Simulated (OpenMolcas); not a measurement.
Tm2+ in CaO: curves along the breathing mode

Tm2+ with its 6 nearest oxide ions, on the Ca site of CaO (a = 4.8105 Å, distance in the model lattice 2.405 Å). The rest of the host is ab initio model potentials to 7.6 Å, with orthogonalisation functions on the cations behind the ligands, and point charges beyond; the distance is set by hand and nothing relaxes. Ligand basis ANO-RCC-VDZP.

```json
{
 "Program": "OpenMolcas",
 "Method": "CASSCF",
 "Basis": "ANO-RCC-VDZP [7s6p4d2f1g]",
 "Scalar Hamiltonian": "DKH2, point nucleus",
 "Active space": "13 electrons in 7 orbitals (4f)",
 "State averaging": "2S+1 = 2 odd, 7 roots",
 "Spin-orbit coupling": "state interaction with AMFI integrals over the reference wave functions"
}
```

Spin-free energies (labels of O, the rotations of Oh) in cm-1 above the lowest fitted minimum, as all ligands move together:

```
R (Å)    2T1    2T2    2A2
2.249   5920   6440   6830
2.302   1460   1950   2300
2.355     10    460    790
2.408   1380   1800   2100
2.461   5470   5870   6150
2.514  12290  12660  12920
2.567  21910  22250  22490
```

Cubic fits give the following; the wavenumber is harmonic, with the mass of all moving ligands, small differences in it between states hang on the degree of the fit, a number in brackets counts states of one label, and the table is a selection of at most 14 states with clean curves.

```tsv
State	R0 (Å)	Breathing mode (cm-1)	Minimum (cm-1)
2T1	2.356	596	0
2T2	2.357	596	450
2A2	2.357	596	780
```

For an f ion spin-orbit coupling outweighs the ligand field, so these spin-free curves are not those of observable levels.

Without dynamic correlation the ligand-field splitting of an f shell can come out too small, at times by half. No measured value stands beside these numbers.
